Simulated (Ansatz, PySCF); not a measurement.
C₄H₈S, SMILES CC1CSC1. Atoms are numbered in the order given.

```xyz
13

C      2.1926     0.2216     0.0000
C      0.8192    -0.4324     0.0000
C     -0.1424    -0.0361    -1.1420
S     -1.5775    -0.0322     0.0000
C     -0.1424    -0.0361     1.1420
H      2.7715    -0.0722    -0.8907
H      2.7715    -0.0722     0.8907
H      2.1033     1.3206     0.0000
H      0.9250    -1.5295     0.0000
H     -0.2236    -0.7435    -1.9803
H      0.0574     0.9727    -1.5384
H     -0.2236    -0.7435     1.9803
H      0.0575     0.9728     1.5384
```

The structure is a stationary point at ωB97X-D3(BJ)/def2-SVP.

Two levels are set side by side: PBE-D3(BJ)/def2-SVP (Ansatz, a program for electronic structure) and ωB97X-D3(BJ)/def2-SVP (PySCF). Each level has its own optimised geometry; the coordinates shown are those of the second. Frequencies come from the Hessian of PySCF at each geometry. Differences are taken from unrounded values.

| quantity | ωB97X-D3(BJ) | PBE-D3(BJ) | PBE-D3(BJ) minus ωB97X-D3(BJ) |
|---|---|---|---|
| mean bond length (Å) | 1.315 | 1.324 | 0.009 |
| bond C1–C2 (Å) | 1.521 | 1.523 | 0.002 |
| bond C2–C3 (Å) | 1.545 | 1.548 | 0.003 |
| bond C2–C5 (Å) | 1.545 | 1.548 | 0.003 |
| bond C3–S4 (Å) | 1.834 | 1.855 | 0.021 |
| bond S4–C5 (Å) | 1.834 | 1.855 | 0.021 |
| bond C1–H6 (Å) | 1.102 | 1.110 | 0.007 |
| bond C1–H7 (Å) | 1.102 | 1.110 | 0.007 |
| bond C1–H8 (Å) | 1.103 | 1.110 | 0.008 |
| bond C2–H9 (Å) | 1.102 | 1.111 | 0.008 |
| bond C3–H10 (Å) | 1.100 | 1.108 | 0.008 |
| bond C3–H11 (Å) | 1.102 | 1.111 | 0.009 |
| bond C5–H12 (Å) | 1.100 | 1.108 | 0.008 |
| bond C5–H13 (Å) | 1.102 | 1.111 | 0.009 |
| highest harmonic wavenumber (cm⁻¹) | 3167 | 3057 | -111 |
| mean harmonic wavenumber (cm⁻¹) | 1508 | 1446 | -62 |
| zero-point energy (kcal/mol) | 71.15 | 68.21 | -2.94 |

Exact exchange shortens and stiffens bonds; PBE has none. Differences between two approximate levels are no errors against the true value.
